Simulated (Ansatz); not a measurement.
Computed with Ansatz on PBE0-D4/def2-TZVP structures; ΔE is electronic, products minus reactants. CCSD(T)/CBS adds triple-zeta CCSD(T) − MP2 to the extrapolated MP2 energy (def2 sets, frozen cores). This one scheme is used for every species. Functionals use def2-TZVPP. For Ga outer-core shells are correlated without core-valence functions, which leaves a few kJ/mol of doubt a bond. Scalar relativity is left out up to krypton. Each species was taken in one conformer, which may not be the lowest.

Reaction (cleavage of the B–Si bond): `N[SiH]([GaH2])BF` + `N=C=O` → `O=C=NBF` + `N[SiH2][GaH2]`

`N[SiH]([GaH2])BF`:

```xyz
11

N    -1.601   -0.127   -0.880
Si   -0.248    0.461    0.017
Ga    0.342   -1.099    1.761
B     1.379    0.776   -1.132
F     1.432    0.386   -2.397
H    -2.383   -0.551   -0.409
H    -1.893    0.334   -1.726
H    -0.454    1.763    0.748
H    -0.643   -2.265    2.158
H     1.695   -0.977    2.554
H     2.373    1.298   -0.694
```

`N=C=O`:

```xyz
4

N     0.312    0.504    0.484
C    -0.227   -0.432   -0.056
O    -0.760   -1.387   -0.445
H     0.675    1.316    0.017
```

`O=C=NBF`:

Cartesian coordinates in Å:
```
O -1.606 1.079 1.730
C -0.811 0.526 1.095
N 0.050 -0.083 0.516
B 0.591 -0.387 -0.757
F 1.640 -1.183 -0.813
H 0.136 0.049 -1.771
```

`N[SiH2][GaH2]`:

Cartesian coordinates in Å:
```
N 0.583 -1.309 0.847
Si 0.758 0.046 -0.211
Ga -1.412 1.006 -0.637
H -0.075 -1.258 1.608
H 1.386 -1.859 1.106
H 1.398 -0.439 -1.467
H 1.664 1.133 0.291
H -2.639 0.691 0.303
H -1.663 1.988 -1.841
```

```tsv
level	ΔE (kJ/mol)
LDA (SPW92)	-132.1
ωB97X-V	-137.2
ωB97M-V	-141.5
PBE	-126.9
HF/def2-SVP	-173.4
MP2/def2-SVP	-161.2
CCSD(T)/def2-SVP	-153.5
MP2/def2-TZVPP	-145.7
```

Question: What does CCSD(T)/CBS give? (An estimate is asked.)

Answer: Computed: -136.7 kJ/mol. The listed levels differ from it by 4.6, -0.5, -4.8, 9.8, -36.7, -24.5, -16.8, -9.0 kJ/mol.

Largest T1 diagnostic among the species: 0.018.

At CCSD(T), def2-SVP lies −16.8 kJ/mol from the extrapolated value and def2-TZVPP −1.8 kJ/mol. From r2SCAN to r2SCAN0 (25 % exact exchange), in def2-TZVPP and without D4, ΔE moves by −4.9 kJ/mol.

CCSD(T)/CBS has its own doubt, a few kJ/mol and more with outer-core shells, so smaller differences from it don't rank the levels.
